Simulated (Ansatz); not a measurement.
`[Cl][GeH]1[CH2][O]1` at its PBE0-D4/def2-TZVP geometry, where that method's forces vanish. Charge 0, multiplicity 1.

```tsv
atom	x (Å)	y (Å)	z (Å)
Cl1	1.0885	-2.1746	-0.9162
Ge2	0.4957	-0.5956	0.3875
C3	-0.3957	0.9134	-0.3166
O4	-1.2449	-0.1330	0.1873
H5	0.9070	-0.8978	1.8193
H6	-0.4378	1.8504	0.2379
H7	-0.4128	1.0372	-1.3992
```

For each bond, give half the difference of the two atoms' forces along it (eV/Å; positive pushes the atoms apart) under PBE-D4, r2SCAN-D4, B3LYP-D4, ωB97M-V in def2-TZVPP. (Estimate.)

Computed: 
```
   bond  length (Å)  PBE-D4  r2SCAN-D4  B3LYP-D4  ωB97M-V
Cl1–Ge2       2.132    0.14       0.03      0.21     0.06
 Ge2–C3       1.889    0.36       0.18      0.35     0.10
 Ge2–O4       1.812    0.68       0.22      0.35     0.02
 Ge2–H5       1.520   -0.08      -0.11     -0.18    -0.14
  C3–O4       1.439    0.52       0.32      0.39     0.27
  C3–H6       1.090    0.02      -0.08     -0.18    -0.13
  C3–H7       1.090    0.03      -0.08     -0.17    -0.13
```

B3LYP here is the variant with VWN-RPA as its local correlation; programs differ in this.
